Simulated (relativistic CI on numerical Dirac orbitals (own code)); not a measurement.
## Ligand-field terms of d2

Computed with a parametric ligand-field model of a d^n configuration (Racah B and C, spin-orbit zeta, crystal field), exact diagonalisation.

Field parameters in Wybourne normalisation: D3d B²₀ = −7Dσ, B⁴₀ = −14Dq − 21Dτ, B⁴₃ = −14√(10/7) Dq; D4h B²₀ = −7Ds, B⁴₀ = 21(Dq − Dt), B⁴₄ = 21√(5/14) Dq; Oh B⁴₀ = 21Dq, B⁴₄ = √(5/14) B⁴₀. The field is a parameter set, without covalency.

Task: Ground term and bands for B = 470, C = 1650, ζ = 0 cm⁻¹, Oh, 10Dq = 4700 cm⁻¹?

Result: Ground term 3T1 with 0.08 electrons in the two orbitals of the cubic e set. Spin-allowed: 3T2 4106 cm⁻¹ (2435 nm), 3A2 8806 cm⁻¹ (1136 nm), 3T1 10562 cm⁻¹ (947 nm). Lowest spin-forbidden: 1T2 6382 cm⁻¹ (1567 nm), 1E 6648 cm⁻¹ (1504 nm), 1T2 11720 cm⁻¹ (853 nm).

Task: A d2 ion in Oh symmetry has the ground term 3T1 and bands at 1T2 13016 cm⁻¹ (768 nm), 1E 13139 cm⁻¹ (761 nm), 1A1 29271 cm⁻¹ (342 nm), 3T2 30031 cm⁻¹ (333 nm), 3T1 40213 cm⁻¹ (249 nm), 3A2 61881 cm⁻¹ (162 nm). Which parameters reproduce them?

Result: B = 800, C = 3940, ζ = 0 cm⁻¹, Oh, 10Dq = 31850 cm⁻¹.

Task: Ground term and bands for B = 650, C = 2670, ζ = 0 cm⁻¹, D4h, 10Dq = 15300, Ds = -1500, Dt = -390 cm⁻¹?

Result: Ground term 3E with 0.02 electrons in the two orbitals of the cubic e set. Spin-allowed: 3A2 2217 cm⁻¹, 3E 15037 cm⁻¹ (665 nm), 3B2 19315 cm⁻¹ (518 nm), 3A2 20062 cm⁻¹ (498 nm). Lowest spin-forbidden: 1A1 8434 cm⁻¹ (1186 nm), 1E 9496 cm⁻¹ (1053 nm), 1B2 12070 cm⁻¹ (829 nm).

Task: Ground term and bands for B = 350, C = 1460, ζ = 0 cm⁻¹, D3d, 10Dq = 14400, Dσ = -1200, Dτ = -190 cm⁻¹?

Result: Ground term 3A2 with 0.00 electrons in the two orbitals of the cubic e set. Spin-allowed: 3E 4319 cm⁻¹ (2316 nm), 3A1 14239 cm⁻¹ (702 nm), 3E 15574 cm⁻¹ (642 nm), 3A2 18171 cm⁻¹ (550 nm). Lowest spin-forbidden: 1E 4922 cm⁻¹ (2032 nm), 1A1 7818 cm⁻¹ (1279 nm), 1E 9640 cm⁻¹ (1037 nm).

Task: Ground term and bands for B = 880, C = 3510, ζ = 0 cm⁻¹, D4h, 10Dq = 28750, Ds = -1500, Dt = 230 cm⁻¹?

Result: Ground term 3E with 0.02 electrons in the two orbitals of the cubic e set. Spin-allowed: 3A2 5278 cm⁻¹ (1895 nm), 3B2 25993 cm⁻¹ (385 nm), 3E 27697 cm⁻¹ (361 nm), 3A2 32758 cm⁻¹ (305 nm). Lowest spin-forbidden: 1A1 9637 cm⁻¹ (1038 nm), 1E 12665 cm⁻¹ (790 nm), 1B2 18207 cm⁻¹ (549 nm).
